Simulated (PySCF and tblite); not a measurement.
Results of a calculation; reference values are marked as such.
## Rearrangement: stationary points, barriers and rates

System: sulfoacetic acid, C2H4O5S, numbered as in [O:1]=[C:2]([OH:3])[CH2:4][S:5](=[O:6])(=[O:7])[OH:8].

Motion: shift of H on O3 from O3 to O1. Level: PBE0/pcSseg-1 + D3(BJ), IEF-PCM methanol on PBE0-D3(BJ)/def2-SVP stationary points, with GFN2-xTB thermal terms. Rate constants are transition-state-theory values, counting equivalent paths, without tunnelling. (PySCF 2.14 with density fitting, tblite 0.8.)

```tsv
point	symmetry	E(GFN2) kcal/mol	E(DFT) kcal/mol	ZPE change kcal/mol	lowest mode cm⁻¹	dipole D
start	C1	0.0	0.0	0.00	64	6.88
saddle	C1	35.4	37.3	-3.23	1770i	4.58
end	C1	2.3	2.1	-0.21	65	5.35
```

| Item | Value |
| --- | --- |
| Electronic barrier | 37.3 kcal/mol |
| Barrier with zero-point energy | 34.1 kcal/mol |
| ΔH‡ (298 K) | 34.0 kcal/mol |
| ΔS‡ (298 K, symmetry apart) | -0.4 cal/(mol K) |
| Paths | 1 equivalent path |
| End point | a different minimum |
| Cost | 11 min on 1 thread of Intel Xeon 6975P-C, shared host (rough), peak memory 0.82 GiB, launched as `OMP_NUM_THREADS=1 python ens_run.py task.json out` |

| T/K | ΔG‡ kcal/mol | k s⁻¹ | ΔG kcal/mol | k back s⁻¹ |
| --- | --- | --- | --- | --- |

ΔG and ΔG‡ leave out symmetry numbers and mirror images; rates count paths: 1 out, 1 back.

Tunnelling of the moving H, left out here, will speed the real process. In real samples such hydrogens mostly exchange between molecules or through solvent, far faster than by this path.
